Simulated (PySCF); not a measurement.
# Correlation energy of Se (selenium, neutral)

[Ar] 3d10 4s2 4p4, high-spin 3P determinant. Computed with PySCF 2.14 in aug-cc-pVQZ-DK, with the spin-free X2C one-electron Hamiltonian (Gaussian nucleus). Frozen: [Ar] 3d10; 6 electrons correlated.

MP2 pair energies summed by pair of shells (mhartree):

```json
{"pair": "4s-4p", "energy": "-51.54", "share (%)": "46.7"}
{"pair": "4p-4p", "energy": "-49.24", "share (%)": "44.6"}
{"pair": "4s-4s", "energy": "-9.57", "share (%)": "8.7"}
```

Total MP2 correlation energy: -110.36 mhartree.

Same-spin part -23.96 and opposite-spin part -86.40 mhartree; SCS-MP2 scales them by 1/3 and 6/5 to -111.66 mhartree.
